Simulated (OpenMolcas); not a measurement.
Ni7+, Pd7+, Pt7+: d3 down the group

```yaml
Program: OpenMolcas
Method: MS-CASPT2, IPEA 0.25 Eh, imaginary shift 0.1 Eh
Basis: ANO-RCC-VTZP
Scalar_Hamiltonian: DKH2, point nucleus
Spin-orbit_coupling: state interaction with AMFI integrals over the reference wave functions, term energies averaged over their components
```

Active space for each ion: 3 electrons in 5 orbitals (d); closed shells correlated by CASPT2: Ni7+ 3s 3p; Pd7+ 4s 4p; Pt7+ 5s 5p.

Computed levels in cm-1 above 4F 3/2:

| Level | Ni7+ | Pd7+ | Pt7+ |
| --- | --- | --- | --- |
| 4F 5/2 | 989 | 2480 | 10460 |
| 4F 7/2 | 2290 | 5310 | 17570 |
| 4P 1/2 | 24270 | 16980 | 22780 |
| 4P 5/2 | 25830 | 20640 | 34360 |
| 2G 7/2 | 26520 | 20370 | 32610 |
| 2G 9/2 | 27760 | 21690 | 53280 |
| 2P 3/2 | 33570 | 32730 | 57280 |
| 2P 1/2 | 34150 | 26210 | 40970 |
| 2H 9/2 | 36970 | 29350 | 34510 |
| weight of 4F in the lowest level (%) | 100 | 96 | 76 |

Mixed levels, with the weight of the term that names them: Ni7+ 2P 3/2 (51 %), Pd7+ 2G 9/2 (60 %), Pd7+ 2P 3/2 (57 %), Pd7+ 2H 9/2 (65 %), Pt7+ 4P 1/2 (67 %), Pt7+ 2G 7/2 (74 %), Pt7+ 2G 9/2 (58 %), Pt7+ 2P 3/2 (56 %), Pt7+ 2P 1/2 (67 %), Pt7+ 2H 9/2 (54 %).

Measured, with the error of the calculation in %. Measured levels: Ni7+ from Corliss and Sugar, J. Phys. Chem. Ref. Data 10, 197 (1981).

| Level | Ni7+ |
| --- | --- |
| 4F 5/2 | 1012 (-2.3) |
| 4F 7/2 | 2184 (+5.0) |
| 4P 1/2 | 23261 (+4.3) |
| 4P 5/2 | 24669 (+4.7) |

The fine-structure level 4F 7/2 changes by a factor of 7.67 from Ni7+ to Pt7+.

Without spin-orbit coupling 4P lies 23030, 14330, 13240 cm-1 above 4F in that order; the difference to the level 4P 1/2, of either sign, comes from spin-orbit coupling, which also lowers the zero.

CASPT2 breaks the degeneracy within a term, and the mean is taken; among the terms shown or strongly mixed into the levels shown the widest spread is 740 cm-1 (3d3 4F, Ni7+). Measured partners are found by configuration, term and J. A level has none where our copy of the source lacks it or the pairing is in doubt (some pairs that miss far off the trend of their configuration count as doubtful), and it then counts in no deviation. Only configurations of the active space appear.
